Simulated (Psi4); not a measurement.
H5O4Si (SMILES O[Si](O)(O)[OH2+]), charge +1, singlet, at a GFN2-xTB geometry; Psi4 with PBE0/6-31G, TDDFT.

Psi4 was given this input:
```
memory 2 GB

molecule mol {
1 1
  O     0.418740   -0.334219    1.575505
  Si    0.209308   -0.064383    0.028451
  O     0.069380   -1.250183   -1.021630
  O     0.881136    1.285613   -0.462660
  O    -1.571075    0.378977   -0.110937
  H     0.191441   -1.112023    2.082817
  H     0.762773   -1.733730   -1.464833
  H     1.576146    1.779287   -0.031398
  H    -1.823491    1.296245    0.067232
  H    -2.022620    0.030079   -0.894351
symmetry c1
}

set basis 6-31g
set reference rks
set puream true
set save_jk true
set tdscf_states [5]
set tdscf_tda false
set d_convergence 1e-8

energy('td-pbe0')
print_variables()
```

Write the output that Psi4 gives for this input, abridged.


```
   => Loading Basis Set <=

    Name: 6-31G
    Role: ORBITAL
    Keyword: BASIS

         ---------------------------------------------------------
                                   SCF
               by Justin Turney, Rob Parrish, Andy Simmonett
                          and Daniel G. A. Smith
                              RKS Reference
         ---------------------------------------------------------

  ==> Geometry <==

    Molecular point group: c1
    Full point group: C1

    Geometry (in Angstrom), charge = 1, multiplicity = 1:

       Center              X                  Y                   Z               Mass
    ------------   -----------------  -----------------  -----------------  -----------------
         O            0.405320127418    -0.331572008191     1.573050204300    15.994914619570
         SI           0.195888127418    -0.061736008191     0.025996204300    27.976926534650
         O            0.055960127418    -1.247536008191    -1.024084795700    15.994914619570
         O            0.867716127418     1.288259991809    -0.465114795700    15.994914619570
         O           -1.584494872582     0.381623991809    -0.113391795700    15.994914619570
         H            0.178021127418    -1.109376008191     2.080362204300     1.007825032230
         H            0.749353127418    -1.731083008191    -1.467287795700     1.007825032230
         H            1.562726127418     1.781933991809    -0.033852795700     1.007825032230
         H           -1.836910872582     1.298891991809     0.064777204300     1.007825032230
         H           -2.036039872582     0.032725991809    -0.896805795700     1.007825032230

  Running in c1 symmetry.

  Rotational constants: A =      0.13640  B =      0.12482  C =      0.12137 [cm^-1]
  Rotational constants: A =   4089.20286  B =   3741.96246  C =   3638.54218 [MHz]
  Nuclear repulsion =  280.081006006219923

  Charge       = 1
  Multiplicity = 1
  Electrons    = 50
  Nalpha       = 25
  Nbeta        = 25

  ==> Algorithm <==

  SCF Algorithm Type is DF.
  DIIS enabled.
  MOM disabled.
  Fractional occupation disabled.
  Guess Type is SAD.
  Energy threshold   = 1.00e-06
  Density threshold  = 1.00e-08
  Integral threshold = 1.00e-12

  ==> Primary Basis <==

  Basis Set: 6-31G
    Blend: 6-31G
    Number of shells: 37
    Number of basis functions: 59
    Number of Cartesian functions: 59
    Spherical Harmonics?: true
    Max angular momentum: 1

  ==> DFT Potential <==

   => LibXC <=

    Version 7.1.2
    S. Lehtola, C. Steigemann, M. J. T. Oliveira, and M. A. L. Marques,  SoftwareX 7, 1–5 (2018) (10.1016/j.softx.2017.11.002)

   => Composite Functional: PBE0 <=

    PBE0 Hyb-GGA Exchange-Correlation Functional

    C. Adamo and V. Barone,  J. Chem. Phys. 110, 6158 (1999) (10.1063/1.478522)
    M. Ernzerhof and G. E. Scuseria,  J. Chem. Phys. 110, 5029 (1999) (10.1063/1.478401)

    Deriv               =              1
    GGA                 =           TRUE
    Meta                =          FALSE

    Exchange Hybrid     =           TRUE
    MP2 Hybrid          =          FALSE

   => Exchange Functionals <=

    0.7500   Perdew, Burke & Ernzerhof

   => Exact (HF) Exchange <=

    0.2500               HF

   => Correlation Functionals <=

    1.0000   Perdew, Burke & Ernzerhof

   => LibXC Density Thresholds  <==

    XC_HYB_GGA_XC_PBEH:  1.00E-15

   => Molecular Quadrature <=

    Radial Scheme          =       TREUTLER
    Pruning Scheme         =           NONE
    Nuclear Scheme         =       TREUTLER

    Blocking Scheme        =         OCTREE
    BS radius alpha        =              1
    Pruning alpha          =              1
    Radial Points          =             75
    Spherical Points       =            302
    Total Points           =         216285
    Total Blocks           =           1680
    Max Points             =            256
    Max Functions          =             57
    Weights Tolerance      =       1.00E-15

[...]
  @DF-RKS Final Energy:  -592.64667816925271
    Total Energy =                       -592.6466781692527093
[...]

******************************************************************************************
**********                               WARNING                                **********
**********  Length-gauge rotatory strengths are **NOT** gauge-origin invariant  **********
******************************************************************************************

                                    Excitation Energy         Total Energy        Oscillator Strength             Rotatory Strength
     #   Sym: GS->ES (Trans)        au              eV              au          au (length)    au (velocity)    au (length)    au (velocity)
    ---- -------------------- --------------- --------------- --------------- --------------- --------------- --------------- ---------------
     1        A->A (1 A)       0.29782         8.10408        -592.34886       0.0078          0.0062         -0.0315         -0.0328
     2        A->A (1 A)       0.31135         8.47234        -592.33533       0.0195          0.0230          0.0246          0.0353
     3        A->A (1 A)       0.31737         8.63603        -592.32931       0.0418          0.0414         -0.0183         -0.0182
     4        A->A (1 A)       0.33344         9.07331        -592.31324       0.0380          0.0513         -0.0216         -0.0175
     5        A->A (1 A)       0.34372         9.35314        -592.30296       0.0305          0.0298          0.0195          0.0134

Contributing excitations and de-excitations
Only contributions with abs(coeff) > 1.00e-01 will be printed:

Excited State    1 (1 A):   0.29782 au   152.99 nm f = 0.0078
  Sums of squares: Xssq =  1.000486e+00; Yssq =  4.858517e-04; Xssq - Yssq =  1.000000e+00
     25a  ->  26a    -0.980163 (96.072%)
     25a  ->  27a    -0.143836 ( 2.069%)

Excited State    2 (1 A):   0.31135 au   146.34 nm f = 0.0195
  Sums of squares: Xssq =  1.000479e+00; Yssq =  4.791182e-04; Xssq - Yssq =  1.000000e+00
     23a  ->  26a     0.352281 (12.410%)
     23a  ->  27a     0.139388 ( 1.943%)
     24a  ->  26a     0.908666 (82.567%)
     24a  ->  27a     0.111563 ( 1.245%)

Excited State    3 (1 A):   0.31737 au   143.57 nm f = 0.0418
  Sums of squares: Xssq =  1.000698e+00; Yssq =  6.980418e-04; Xssq - Yssq =  1.000000e+00
     23a  ->  26a     0.913850 (83.512%)
     24a  ->  26a    -0.367548 (13.509%)

Excited State    4 (1 A):   0.33344 au   136.65 nm f = 0.0380
  Sums of squares: Xssq =  1.000338e+00; Yssq =  3.380393e-04; Xssq - Yssq =  1.000000e+00
     22a  ->  26a    -0.914781 (83.682%)
     22a  ->  27a    -0.154304 ( 2.381%)
     24a  ->  27a     0.127705 ( 1.631%)
     25a  ->  27a    -0.304619 ( 9.279%)

Excited State    5 (1 A):   0.34372 au   132.56 nm f = 0.0305
  Sums of squares: Xssq =  1.000558e+00; Yssq =  5.576962e-04; Xssq - Yssq =  1.000000e+00
     21a  ->  26a    -0.141304 ( 1.997%)
     22a  ->  26a    -0.225093 ( 5.067%)
     23a  ->  26a    -0.107206 ( 1.149%)
     23a  ->  27a     0.185466 ( 3.440%)
     24a  ->  27a     0.324124 (10.506%)
     25a  ->  26a    -0.141062 ( 1.990%)
     25a  ->  27a     0.848824 (72.050%)

******************************************************************************************
**********                               WARNING                                **********
**********       The names of excited state variables changed between 1.5       **********
**********     and 1.6. For a quick solution, remove the symmetry specifier     **********
**********   from the variable name. For full details, see 'Notes on Psivars'   **********
**********                        in the documentation.                         **********
******************************************************************************************

  Variable Map:
  ----------------------------------------------------------------------------
[...]
  Array Variable Map:
  ----------------------------------------------------------------------------
[...]
[...]
```
